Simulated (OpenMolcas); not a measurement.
# F+: the spin-orbit constant, thermal populations, Slater's ratio, worked from levels

```json
{"Program": "OpenMolcas", "Basis": "ANO-RCC-VTZP [4s3p2d1f]", "Scalar Hamiltonian": "DKH2, point nucleus", "Active space": "6 electrons in 4 orbitals (2s 2p)", "State averaging": "2S+1 = 3 even, 3 roots; 2S+1 = 1 even, 6 roots; 2S+1 = 3 odd, 3 roots; 2S+1 = 1 odd, 3 roots", "Spin-orbit coupling": "RASSI with atomic mean-field integrals over the reference wave functions, term energies averaged over their components"}
```

Methods: CASSCF; SS-CASPT2, IPEA 0.25 Eh, imaginary shift 0.1 Eh (closed shells correlated: 1s). Measured levels: NIST Handbook of Basic Atomic Spectroscopic Data.

**The spin-orbit constant.** For the Hund term 3P of p4, E(J) = (A/2) J(J+1) + constant and ζ = -2S·A = -2A. From J = 0 to J = 2 the energy changes by 3 A.

```
   Source  E(2) - E(0)       A    ζ
   CASSCF       -478.5  -159.5  319
SS-CASPT2       -479.0  -159.7  319
 measured       -489.7  -163.2  326
```

All in cm-1. SS-CASPT2 is off by -2.2 % and CASSCF by -2.3 %. Both methods take the spin-orbit matrix elements from the reference wave functions, so the second can move ζ only through the term energies and any multistate remixing. Second-order mixing with other terms is absorbed into this ζ.

**Thermal populations.** Z = Σ (2J + 1) exp(-E/kT) with k = 0.695035 cm-1/K, over the levels below. No other level of either list lies under 90000 cm-1, which is above 7 kT at each temperature.

| Level | 2J + 1 | SS-CASPT2 | measured |
| --- | --- | --- | --- |
| 2s2 2p4 3P2 | 5 | 0.0 | 0.0 |
| 2s2 2p4 3P1 | 3 | 323 | 341 |
| 2s2 2p4 3P0 | 1 | 479 | 490 |
| 2s2 2p4 1D2 | 5 | 21040 | 20873 |
| 2s2 2p4 1S0 | 1 | 44660 | 44918 |

```
T (K)  Z, SS-CASPT2  Z, measured levels  Ground level (%), SS-CASPT2  Ground level (%), measured levels
 5000         8.617               8.600                         58.0                               58.1
 8000         8.862               8.855                         56.4                               56.5
12000         9.236               9.237                         54.1                               54.1
```

At 12000 K, kT = 8340 cm-1, and the computed levels give Z = 5.000 + 2.886 + 0.944 + 0.401 + 0.005 = 9.236.

**Slater's ratio.** With one set of orbitals, p4 has 1D - 3P = 6 F2 and 1S - 1D = 9 F2 (F2 = F²/25), a ratio of 3/2. Term energies are centres of gravity, weighted by 2J + 1.

| Source | 1D - 3P | 1S - 3P | F2 from the first | Ratio |
| --- | --- | --- | --- | --- |
| CASSCF | 22565 | 42078 | 3761 | 0.865 |
| SS-CASPT2 | 20880 | 44500 | 3480 | 1.131 |
| measured | 20705 | 44750 | 3451 | 1.161 |

Energies in cm-1. A ratio away from 3/2 shows effects beyond one configuration with one set of orbitals, and in heavier atoms second-order spin-orbit shifts. In CASSCF the valence s occupation is 1.93 in 1S against 2.00 in 1D: mixing out of s² acts most on 1S and pulls it down.

Term energies are means over components that CASPT2 splits; among the terms shown or strongly mixed into the levels shown the widest spread is 77 cm-1 (2s2 2p4 1D, SS-CASPT2). Without dynamic correlation excited terms often stand tens of per cent too high (terms of higher spin than the ground term too low), and those without a measured partner can miss by more than the paired ones (holds for CASSCF). Measured partners are found by configuration, term and J. A level has none where our copy of the source lacks it or the pairing is in doubt (some pairs that miss far off the trend of their configuration count as doubtful), and it then counts in no deviation. Levels of configurations outside the active space are missing.
